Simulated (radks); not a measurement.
All-electron atom: Xe in [Xe] (the NIST ground configuration).

All-electron calculation, Dirac Kohn-Sham, BLYP, spin-unpolarised, spherical densities, point nucleus. Program: a radial shooting solver on a logarithmic mesh with Libxc functionals.

Energy parts (hartree):
total: -7450.95200
kinetic: 7916.64897
electron-nucleus: -18117.41970
Hartree: 2937.71562
exchange-correlation: -187.89689

Orbitals (lengths in bohr, moments of r in powers of bohr):
| orbital | occ. | eigenvalue (hartree) | <r^2> | <r^4> | small-component weight |
|---|---|---|---|---|---|
| 1s1/2 | 2 | -1262.413 | 0.0009636 | 2.434e-06 | 3.96e-02 |
| 2s1/2 | 2 | -196.3948 | 0.01543 | 0.0004110 | 8.50e-03 |
| 2p1/2 | 2 | -184.5233 | 0.01139 | 0.0002616 | 8.53e-03 |
| 2p3/2 | 4 | -172.5877 | 0.01267 | 0.0003163 | 8.08e-03 |
| 3s1/2 | 2 | -40.15695 | 0.1072 | 0.01750 | 2.53e-03 |
| 3p1/2 | 2 | -35.22309 | 0.1020 | 0.01660 | 2.48e-03 |
| 3p3/2 | 4 | -32.95675 | 0.1100 | 0.01921 | 2.35e-03 |
| 3d3/2 | 4 | -24.27224 | 0.09197 | 0.01544 | 2.24e-03 |
| 3d5/2 | 6 | -23.79320 | 0.09428 | 0.01616 | 2.20e-03 |
| 4s1/2 | 2 | -7.23716 | 0.5803 | 0.4948 | 7.39e-04 |
| 4p1/2 | 2 | -5.49100 | 0.6339 | 0.6098 | 6.76e-04 |
| 4p3/2 | 4 | -5.03801 | 0.6823 | 0.7070 | 6.37e-04 |
| 4d3/2 | 4 | -2.21529 | 0.8866 | 1.334 | 4.94e-04 |
| 4d5/2 | 6 | -2.14225 | 0.9092 | 1.404 | 4.84e-04 |
| 5s1/2 | 2 | -0.71962 | 3.917 | 23.78 | 1.32e-04 |
| 5p1/2 | 2 | -0.32756 | 5.791 | 57.05 | 9.12e-05 |
| 5p3/2 | 4 | -0.28191 | 6.473 | 72.13 | 8.19e-05 |

The highest occupied level is 5p3/2 at -7.671 eV. Summed over all electrons, <r^2> = 61.36 bohr^2, which gives a Langevin (diamagnetic) susceptibility term of -48.6 x 10^-6 cm^3/mol.
